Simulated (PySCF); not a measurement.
# Spinor energies of Ho³²⁺ (holmium, charge +32)

Start: [Ar] 3d10 4s2 4p5; 4p1/2 filled at m_j = +1/2; 4p3/2 filled at m_j = -3/2, -1/2, +1/2, +3/2. Calculated with PySCF 2.14 in an uncontracted even-tempered set (17 s from 3.1 bohr⁻², ratio 2.8; 14 p from 4.1 bohr⁻², ratio 2.8; 8 d from 7.2 bohr⁻², ratio 2.8; 4 f from 21 bohr⁻², ratio 3): generalised Hartree-Fock with the X2C-1e Hamiltonian and a Gaussian nucleus; one run each with spin-orbit coupling (SO) screened by Boettger's factors, then bare. This is a chosen level, not necessarily the ground level.

| spinor shell | electrons | ε, screened SO (eV) | ε, bare SO (eV) | weight of nominal j (bare SO) | rms radius, bare SO (bohr) |
| --- | --- | --- | --- | --- | --- |
| 1s1/2 | 2 | -57142.7 | -57141.9 | 1.000 | 0.0236 |
| 2s1/2 | 2 | -10722.6 | -10722.3 | 1.000 | 0.0952 |
| 2p1/2 | 2 | -10249.2 | -10270.8 | 1.000 | 0.0812 |
| 3s1/2 | 2 | -3372.1 | -3372.1 | 1.000 | 0.242 |
| 3p1/2 | 2 | -3164.9 | -3169.6 | 1.000 | 0.233 |
| 3p3/2 | 4 | -2977.7 | -2976.1 | 1.000 | 0.247 |
| 3d3/2 | 4 | -2632.7 | -2637.2 | 1.000 | 0.218 |
| 3d5/2 | 6 | -2592.3 | -2589.5 | 1.000 | 0.222 |
| 4s1/2 | 2 | -1488.3 | -1488.3 | 1.000 | 0.512 |
| 4p1/2 | 1 | -1403.3 | -1404.7 | 1.000 | 0.513 |
| 4p3/2 | 4 | -1343.4 | -1342.9 | 1.000 | 0.538 |

Where does 2p3/2 lie, and what is the 2p spin-orbit splitting (bare SO)?

At -9380.0 eV, 890.80 eV above 2p1/2.

```tsv
quantity	screened SO	bare SO
E (hartree)	-12063.39461	-12064.04450
M_J	1/2	1/2
⟨J²⟩	0.752	0.752
⟨L²⟩	2.046	2.049
⟨S²⟩	0.793	0.796
```

Each row is a mean over spinors that exchange with the open shell spreads, by up to 5.744 eV (3p1/2).

Breit and QED terms are absent; they matter most for the inner s and p1/2 levels.

Densities and radii are taken from the X2C orbitals without a picture-change correction, which distorts them close to the nucleus.
